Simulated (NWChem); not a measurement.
# BH3; SMILES B

All runs: NWChem. Medium grid unless said otherwise, to which SCAN and Minnesota functionals are sensitive. All runs use the structure optimised with PBE0/def2-SVP. Hybrids' shares of exact exchange are those that their runs print; pure functionals count as 0. The functionals differ in more than this share.

```csv
row,share of exact exchange,orbital gap (eV)
"LDA (Slater exchange, VWN5)/def2-TZVPD",0.00,5.06
PBE/def2-TZVPD,0.00,5.37
B3LYP/def2-TZVPD,0.20,7.46
PBE0/def2-TZVPD,0.25,7.91
M06-2X/def2-TZVPD,0.54,withheld
Hartree-Fock/def2-TZVPD,1.00,14.81
```

Q: Fit a straight line of the last column on the one before it, predict the withheld value, and compare with the run.

A: 
1. Means of the 5 shown rows: x = 0.290, y = 8.122. Slope Σ(x − x̄)(y − ȳ)/Σ(x − x̄)² = 6.503/0.6820 = 9.535; intercept 5.357.
2. The shown rows scatter about the line by 0.180 (root mean square); the largest residual is -0.30, at LDA (Slater exchange, VWN5)/def2-TZVPD.
3. At x = 0.54 (M06-2X/def2-TZVPD; inside the shown range) the line gives 10.51.
4. The run gives 10.18, -0.33 from the line, 1.8 times the scatter.
